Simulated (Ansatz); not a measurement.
Born–Oppenheimer molecular dynamics of C2H8ClNO2Si (15 atoms, charge 0, multiplicity 1). It starts from a relaxed structure.

These are results of Ansatz 0.2.0, RKS PBE0/STO-3G, not measurements.

```
ensemble                      : NVE (velocity Verlet)
time step                     : 1 fs
steps asked                   : 150
starting velocities drawn for : 1500 K
seed                          : 814654
```

First frame:

```xyz
15
Properties=species:S:1:pos:R:3
Si 0.081 -0.126 -0.223
Cl -0.255 0.230 1.864
N 1.706 0.033 -0.740
H 2.385 -0.653 -0.366
H 2.123 0.979 -0.691
O -0.742 1.074 -1.083
C -2.117 1.294 -0.677
H -2.239 1.387 0.421
H -2.447 2.243 -1.138
H -2.801 0.495 -1.032
O -0.293 -1.745 -0.532
C -1.554 -2.206 0.017
H -1.697 -1.925 1.079
H -2.430 -1.839 -0.557
H -1.554 -3.310 -0.047
```

Q: How far do the bonds stretch over the last three quarters of this one trajectory? (Pairs bonded in most of those frames.)

A: 
| bond | mean (Å) | spread (Å) | shortest | longest |
| --- | --- | --- | --- | --- |
| Si1–Cl2 | 2.141 | 0.045 | 2.07 | 2.22 |
| Si1–N3 | 1.718 | 0.045 | 1.64 | 1.82 |
| Si1–O6 | 1.690 | 0.046 | 1.62 | 1.77 |
| Si1–O11 | 1.705 | 0.053 | 1.62 | 1.78 |
| N3–H4 | 1.037 | 0.020 | 1.00 | 1.08 |
| N3–H5 | 1.037 | 0.022 | 0.99 | 1.07 |
| O6–C7 | 1.468 | 0.073 | 1.34 | 1.60 |
| C7–H8 | 1.114 | 0.030 | 1.06 | 1.17 |
| C7–H9 | 1.120 | 0.032 | 1.05 | 1.19 |
| C7–H10 | 1.117 | 0.018 | 1.08 | 1.16 |
| O11–C12 | 1.465 | 0.019 | 1.43 | 1.50 |
| C12–H13 | 1.120 | 0.050 | 1.04 | 1.21 |
| C12–H14 | 1.113 | 0.032 | 1.03 | 1.18 |
| C12–H15 | 1.111 | 0.032 | 1.05 | 1.17 |

Mean temperature of the second half: 795 K. The conserved energy stayed within 3.1 meV per atom of its start (net change 1.7 meV per atom), so there is no drift, though single steps change it by up to 22 meV in the whole system, a sign of fast motions only just resolved. Over the second half the temperature averaged 0.53 of the 1500 K drawn at the start: a run that starts near a minimum puts about half its kinetic energy into the potential. A run of 0.15 ps of so small a system gives no equilibrium averages. Limits of this set-up: minimal basis.

Run time: 4.4 min on 1 thread of AMD EPYC 9R45 96-Core Processor (Zen 5) (shared host), peak memory 0.16 GiB.
